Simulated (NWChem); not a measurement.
Species: SiH₃Cl; SMILES [SiH3]Cl

All runs: NWChem. Medium grid unless said otherwise, to which SCAN and Minnesota functionals are sensitive. The geometry was optimised at PBE0/def2-SVP. Hybrids' shares of exact exchange are those that their runs print; pure functionals count as 0. The functionals differ in more than this share.

| row | share of exact exchange | orbital gap (eV) |
|---|---|---|
| PBE/def2-SVP | 0.00 | 6.78 |
| LDA (Slater exchange, VWN5)/def2-SVP | 0.00 | 6.57 |
| TPSSh/def2-SVP | 0.10 | withheld |
| B3LYP/def2-SVP | 0.20 | 8.66 |
| B3PW91/def2-SVP | 0.20 | 8.72 |
| r2SCAN0/def2-SVP | 0.25 | 9.58 |

Task: Fit a straight line of the last column on the one before it, predict the withheld value, and compare with the run.

Result: 
1. Means of the 5 shown rows: x = 0.130, y = 8.062. Slope Σ(x − x̄)(y − ȳ)/Σ(x − x̄)² = 0.6307/0.05800 = 10.87; intercept 6.649.
2. The shown rows scatter about the line by 0.146 (root mean square); the largest residual is +0.21, at r2SCAN0/def2-SVP.
3. At x = 0.10 (TPSSh/def2-SVP; inside the shown range) the line gives 7.74.
4. The run gives 8.13, +0.39 from the line, 2.7 times the scatter.
